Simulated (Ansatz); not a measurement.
GaH2SF3⁻, that is Ga(H2S)F3 with one electron more. Total charge -1; doublet. Geometry PBE-D4/def2-SVP, that of the neutral singlet; atoms count from 1.

```tsv
atom	x (Å)	y (Å)	z (Å)
Ga1	-0.213	0.051	-1.002
S2	0.970	0.097	1.252
H3	-0.052	0.818	1.800
H4	0.387	-1.084	1.614
F5	0.066	1.706	-1.544
F6	-1.811	-0.317	-0.335
F7	0.653	-1.272	-1.786
```

The highest occupied level of the charge -1 doublet lies above zero (up to 1.07 eV). By energy differences its removal costs 0.14 eV (vertical, to the charge 0 singlet, at PBE0-D4/def2-TZVPD); a positive level beside a positive removal energy at the same level points to self-interaction error.

Q: Estimate the Mulliken populations from the PBE0/def2-TZVPD orbitals of Ansatz.

A: 
```
atom  charge (e)  spin (α − β)
 Ga1       -0.41          1.35
  S2       -0.14         -0.26
  H3        0.27          0.04
  H4        0.27          0.04
  F5       -0.31         -0.07
  F6       -0.35         -0.03
  F7       -0.31         -0.07
```
Mulliken values and Mayer orders depend strongly on the basis. With diffuse functions, as here, like atoms can get unlike values, and bond orders can come out too low or too high.

Q: Where does the spin sit?

A: Summed by element: Ga 1.35, S -0.26, H 0.09, F -0.18, of 1 unpaired in all. Largest on single atoms: Ga1 1.35, S2 -0.26, F5 -0.07.

Q: And the Mayer bond orders between bonded heavy atoms (over 0.3)?

A: Ga1–F5 0.50 (1.76 Å); Ga1–F6 0.61 (1.77 Å); Ga1–F7 0.51 (1.76 Å).
